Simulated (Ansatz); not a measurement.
System (SMILES): [GeH2] (GeH2) (closed-shell singlet).
Atoms: Ge1, H2, H3. Bonds: Ge1-H2, Ge1-H3.

Basis-set convergence of the lowest harmonic wavenumber at CCSD(T) with Ansatz (a program for electronic structure). Each level at its own minimum, finite differences of forces, unscaled; the reference is a large set that could be run, not a limit. Cartesian d functions, on some or all atoms, in 6-31G*; all else is spherical. Cores are frozen (with 3d on Ga to Br). A restricted Hartree-Fock determinant is unstable towards unrestricted orbitals. No added dispersion term, no relativity. Reference: the value in cc-pVQZ, 932 cm⁻¹, itself unsure by roughly 3 cm⁻¹ (its mean distance from aug-cc-pVTZ, def2-TZVPPD). Deviations are taken from unrounded values. Cost is core time over that of cc-pVDZ, rough, on shared machines of one kind.

| basis | functions | lowest harmonic wavenumber (cm⁻¹) | minus reference (cm⁻¹) | cost |
|---|---|---|---|---|
| cc-pVDZ | 37 | 952 | 20 | 1× |
| 6-31G* | 39 | 927 | -5 | 1× |
| def2-SVP | 42 | 962 | 30 | 0.9× |
| aug-cc-pVDZ | 54 | 939 | 7 | 2× |
| 6-311G** | 56 | 967 | 34 | 1× |
| def2-TZVP | 60 | 945 | 13 | 2× |
| cc-pVTZ | 71 | 939 | 7 | 3× |
| pcseg-2 | 71 | 946 | 14 | 3× |
| def2-TZVPP | 76 | 938 | 6 | 3× |
| def2-TZVPPD | 88 | 936 | 4 | 6× |
| aug-cc-pVTZ | 105 | 930 | -2 | 10× |
| cc-pVQZ | 128 | 932 | 0 | 30× |
